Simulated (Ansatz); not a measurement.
```yaml
crystal:
  periodic: [false, false, false]
  atoms:
    - {symbol: C, position_ang: [0.596136, -1.231030, -0.261370]}
    - {symbol: C, position_ang: [0.803375, 0.246845, 0.007099]}
    - {symbol: C, position_ang: [1.808510, 0.856957, -0.957875]}
    - {symbol: As, position_ang: [-0.855251, 1.359462, -0.049578]}
    - {symbol: Si, position_ang: [-2.266161, 0.051183, 1.319239]}
    - {symbol: H, position_ang: [1.554308, -1.761890, -0.232098]}
    - {symbol: H, position_ang: [0.158911, -1.391326, -1.250930]}
    - {symbol: H, position_ang: [-0.063312, -1.699820, 0.471380]}
    - {symbol: H, position_ang: [1.167674, 0.383331, 1.031319]}
    - {symbol: H, position_ang: [1.986115, 1.914178, -0.749724]}
    - {symbol: H, position_ang: [2.767736, 0.333140, -0.892411]}
    - {symbol: H, position_ang: [1.459727, 0.773713, -1.991615]}
    - {symbol: H, position_ang: [-1.405860, 0.757954, -1.339450]}
    - {symbol: H, position_ang: [-2.504147, -1.336347, 0.838251]}
    - {symbol: H, position_ang: [-1.652182, -0.020420, 2.673709]}
    - {symbol: H, position_ang: [-3.578481, 0.741670, 1.428456]}
basis:
  gaussian: {orbitals: cc-pVTZ-DK, final_grid: {core_spheres: 5, valence_spheres: 4, degree: 11}}
magnetization: {spin_polarized: true, initial_magnetization: 6}
hamiltonian: {xc: {name: CAM-B3LYP}, dispersion: d4}
scf: {lower_state_search: full}
```

```sh
$ ansatz run in.yaml --threads 4 --pin off --events-out ev --progress --plain --max-ram 11315MiB
```

Shortened log:

```
Functional definition: CAM-B3LYP
1849 factors; their error is unknown
480 factors; integrals over basis functions are off by at most 1.2e-5 eV
mean field evaluation 1: about -72680.5483 eV, gradient 4.1e1 eV
mean field evaluation 2: about -72666.3826 eV, gradient 6.1e1 eV
mean field evaluation 4: about -72689.5117 eV, gradient 4.2e0 eV
mean field evaluation 8: about -72689.9186 eV, gradient 3.3e-1 eV
mean field evaluation 16: about -72690.2171 eV, gradient 6.7e-3 eV
mean field evaluation 32: about -72690.2171 eV, gradient 1.6e-5 eV
mean field -72690.21705697 eV, -2671.3162056448 hartree, gradient 1.6e-5 eV, S^2 12.007146; 10 other end points of the search recorded, 0 dependent functions left out
reference -72690.21719409 eV, -2671.3162106839 hartree; 41, 35 occupied and 280, 286 virtual orbitals, 1849 factors
Total energy: -72690.56859793 eV, -2671.3291245368 hartree
Relativity: scalar
```

(1) What is wrong with this run?

Results:

(1) The spin is set far too high for this molecule. The calculation finished and met its thresholds. The result belongs to that input, not to the molecule as meant.
